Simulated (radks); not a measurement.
Values are calculated unless marked as measured or tabulated.
The mean radii <r> (bohr) of the occupied orbitals of an atom or ion are listed with their occupations. Level of theory: Dirac Kohn-Sham, BLYP, spin-unpolarised, spherical densities, finite nucleus; Fermi nuclear charge, rms radius of each element as measured or else 0.836 A^(1/3) + 0.57 fm (a radial shooting solver on a logarithmic mesh with Libxc functionals).

| orbital | occ. | <r> |
|---|---|---|
| 1s1/2 | 2 | 0.02191 |
| 2s1/2 | 2 | 0.09275 |
| 2p1/2 | 2 | 0.07745 |
| 2p3/2 | 4 | 0.08429 |
| 3s1/2 | 2 | 0.2439 |
| 3p1/2 | 2 | 0.2335 |
| 3p3/2 | 4 | 0.2466 |
| 3d3/2 | 4 | 0.2186 |
| 3d5/2 | 6 | 0.2227 |
| 4s1/2 | 2 | 0.5471 |
| 4p1/2 | 2 | 0.5570 |
| 4p3/2 | 4 | 0.5845 |
| 4d3/2 | 4 | 0.6099 |
| 4d5/2 | 6 | 0.6188 |
| 5s1/2 | 2 | 1.145 |
| 4f5/2 | 1.71429 | 0.6809 |
| 4f7/2 | 2.28571 | 0.6852 |

Name the element and its charge. Open shells, if any, are shared by 2j + 1.

Answer. Z = 64, gadolinium, charge +12: Gd12+ in [Kr] 4d10 4f4 5s2. The 1s radius gives Z: for a bare nucleus <r> = (2 gamma + 1)/(2Z) with gamma = sqrt(1 - (Z/c)^2), 0.02163 bohr for Z = 64, and screening makes it slightly larger (0.02191 here). The occupations add up to 52, and the charge is Z minus that.
